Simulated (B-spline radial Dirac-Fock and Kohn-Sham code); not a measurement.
**What relativity does to the binding energies of Mg⁷⁺**

System: the Mg⁷⁺ ion in the configuration [He] 2s2 2p1.

Both columns are ΔSCF binding energies of the configuration average from an atomic code on a B-spline grid: non-relativistic Hartree-Fock with a point nucleus, and Dirac-Fock with a finite nucleus and the Coulomb interaction alone, averaged over the two j levels with weights 2j+1.

```tsv
shell	Hartree-Fock (eV)	Dirac-Fock (eV)	shift (eV)	shift (%)
1s	1578.8	1581.6	+2.77	+0.18
2s	283.7	284.3	+0.61	+0.21
2p	265.8	265.9	+0.12	+0.05
```

Relativity binds 1s, 2s, 2p more strongly, among those listed most of all 2s in relative terms.

Values without a named source are computed, but for edge energies of neutral atoms, which are taken from tables.
